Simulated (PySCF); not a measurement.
# Telling isomers of C$_{5}$H$_{7}$FO$_{3}$ apart by NMR

[PySCF: shielding tensors at PBE0/pcSseg-1 (GIAO); geometry from GFN2-xTB; one computed conformer; no solvent; equivalent nuclei averaged; relativity neglected]

Scale: $^{1}$H (31.72 ppm), $^{13}$C (186.93 ppm) against TMS (reference shieldings calculated alike). Splittings of carbon signals by F and P are missing where no couplings were computed. Where no couplings were computed, multiplicities follow the n + 1 count of equivalent neighbours, and m marks all less simple cases (inequivalent or close neighbours, rings, F or P nearby). Shifts are as computed. Against solution values, carbons near 30 ppm lie about +3 ppm off and those near 130 ppm about +5 ppm. Of 1211 compounds with measured shifts, 218 miss one by over three times the rms of a fit or turn the order of signals round; such compounds aren't used in these exercises.

(1) Tabulate the signals of `CO/C(F)=C\OC(C)=O`, `COCOC(=O)/C=C/F`, `C=C[C@@H]1OCO[C@@H](F)O1` and their relative energies.

(2) What is the quickest way to tell CO/C(F)=C\OC(C)=O from C=C[C@@H]1OCO[C@@H](F)O1?

(3) What is the quickest way to tell CO/C(F)=C\OC(C)=O from COCOC(=O)/C=C/F?

(4) What is the quickest way to tell COCOC(=O)/C=C/F from C=C[C@@H]1OCO[C@@H](F)O1?

Results:

(1) 
```tsv
SMILES	carbon types	δC	δH	E rel. (kcal/mol)
CO/C(F)=C\OC(C)=O	2×C 1×CH 2×CH3	172.0, 168.6, 109.7, 55.7, 23.0	5.98 (m, 1H), 3.98 (s, 3H), 2.15 (s, 3H)	2.1
COCOC(=O)/C=C/F	1×C 2×CH 1×CH2 1×CH3	176.7, 170.6, 111.5, 97.9, 59.6	7.94 (m, 1H), 5.86 (m, 1H), 5.56 (s, 2H), 3.69 (s, 3H)	0.0
C=C[C@@H]1OCO[C@@H](F)O1	3×CH 2×CH2	143.1, 128.9, 117.7, 100.7, 89.9	6.28 (m, 1H), 6.27 (m, 1H), 5.87 (m, 1H), 5.78 (m, 1H), 5.75 (m, 1H), 5.73 (m, 1H), 5.22 (m, 1H)	4.0
```

Energies are electronic energies at PBE0/pcSseg-1 on these geometries, without zero-point or thermal terms, each for the one conformer computed, which needn't be the lowest.

(2) Both give the same number of carbon signals, but DEPT or the intensities differ. The first has an ester carbonyl carbon (C) at 172.0 ppm, the second a terminal =CH2 carbon at 128.9 ppm. Their most deshielded carbons lie at 172.0 and 143.1 ppm.

(3) Both give the same number of carbon signals, but DEPT or the intensities differ. The first has a methyl carbon α to a carbonyl (CH3) at 23.0 ppm, the second a β carbon of a C=C–C=O unit (CH) at 176.7 ppm. Their most deshielded carbons lie at 172.0 and 176.7 ppm. In the proton spectra the most deshielded non-exchanging signals are 5.98 (m, 1H) and 7.94 (m, 1H).

(4) Both give the same number of carbon signals, but DEPT or the intensities differ. The first has an ester carbonyl carbon (C) at 170.6 ppm, the second an alkene CH at 143.1 ppm. Their most deshielded carbons lie at 176.7 and 143.1 ppm. In the proton spectra the most deshielded non-exchanging signals are 7.94 (m, 1H) and 6.28 (m, 1H).
